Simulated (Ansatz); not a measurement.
`BN(C)[SiH2][SiH3]` + H₂O → `O[SiH2][SiH3]` + `BNC` at 500 K and 1 bar (formal hydrolysis of the Si–N bond).

Isolated molecules relaxed with PBE0-D4/def2-TZVP in Ansatz; ΔE leaves out vibrations. CCSD(T)/CBS adds triple-zeta CCSD(T) − MP2 to the extrapolated MP2 energy (def2 sets, frozen cores). This one scheme is used for every species. Each species was taken in one conformer, which may not be the lowest.

```tsv
species	CCSD(T)/CBS energy (Eh)	H − E (kJ/mol)	S (J/(mol·K))
`BN(C)[SiH2][SiH3]`	-701.75815	345.1	462.9
H₂O	-76.37941	73.2	206.3
`O[SiH2][SiH3]`	-656.96789	187.7	379.8
`BNC`	-121.18426	231.8	309.7
```

H − E and S are ideal-gas, rigid-rotor, harmonic terms from PBE0-D4/def2-TZVP, for one conformer and one mirror image of each species. 1 Eh = 2625.50 kJ/mol, R = 8.31446 J/(mol·K).

By hand: ΔE, ΔH, ΔS and ΔG.

ΔE = (-656.96789) + (-121.18426) − (-701.75815) − (-76.37941) = -0.01459 Eh = -38.3 kJ/mol. Δ(H − E) = 187.7 + 231.8 − 345.1 − 73.2 = 1.2, so ΔH = -37.1 kJ/mol. ΔS = 379.8 + 309.7 − 462.9 − 206.3 = 20.3 J/(mol·K). ΔG = -37.1 − 500 × (20.3)/1000 = -47.2 kJ/mol.

By hand: the equilibrium constant, and the temperature at which ΔG would vanish if ΔH and ΔS stayed fixed.

log₁₀ K = −ΔG/(RT ln 10) = 4.9. ΔH and −TΔS have one sign here, so there is no such temperature.

ΔH outweighs TΔS. A doubt of 5 kJ/mol in ΔE shifts log₁₀ K by 0.5 here. Other conformers and mirror images would add mixing entropy, several J/(mol·K) or more a flexible species. Modes under 60 cm⁻¹, often nearly free rotors, make the harmonic entropy too high. These are equilibria of isolated gas molecules and say nothing of rates. Largest T1 diagnostic: 0.013 (customary marks: 0.02 for closed shells, 0.045 for open ones).
